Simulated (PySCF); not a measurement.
C₂H₇S (cation, charge +1), SMILES C([SH2+])C, singlet (CAM-B3LYP/def2-SVP optimised geometry):

```
10

C     -0.770    -0.005     0.000
C      0.742    -0.005     0.000
S      1.522     0.785    -1.475
H     -1.186     1.012     0.000
H     -1.186    -0.570    -0.847
H     -1.108    -0.500     0.923
H      1.186     0.553     0.838
H      1.186    -1.012    -0.001
H      0.812     0.189    -2.469
H      0.816     1.944    -1.526
```

Level of theory: PySCF with CAM-B3LYP/def2-TZVP.

Problem. What are the frontier orbital energies?

Solution. HOMO-2 -17.46 eV, HOMO-1 -16.94 eV, HOMO -16.65 eV, LUMO -4.93 eV, LUMO+1 -4.74 eV.

On the same geometry PBE/def2-TZVP (PySCF) gives HOMO-2 -14.59 eV, HOMO-1 -14.02 eV, HOMO -13.92 eV, LUMO -7.10 eV, LUMO+1 -6.96 eV.

Meta-Löwdin charges at CAM-B3LYP/def2-TZVP: C1 -0.34, C2 -0.23, S3 0.48, H4 0.14, H5 0.14, H6 0.16, H7 0.17, H8 0.17, H9 0.16, H10 0.16.
